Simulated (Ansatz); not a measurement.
SnTe (`[Sn][Te]`). Charge 0, multiplicity 1. Sn, Te: def2 effective core potential.

Bond lengths: Sn1–Te2 2.518 Å.

**Question.** List the harmonic frequencies (cm⁻¹, unscaled) at PBE0-D4/def2-TZVP in Ansatz. (Estimate.)

**Answer.** The calculation gave: 269.

**Question.** Is this a minimum?

**Answer.** Yes, all 1 modes are real.

**Question.** Give the ideal-gas thermochemistry at 298.15 K and 1 bar (rigid rotor, harmonic oscillator; point group C∞v, symmetry number 1).

**Answer.** Zero-point energy 1.6 kJ/mol; H(298) − E = 11.5 kJ/mol; entropy 263.0 J/(mol·K), of which translation 177.5, rotation 78.8, vibration 6.7; G(298) − E = -66.9 kJ/mol.
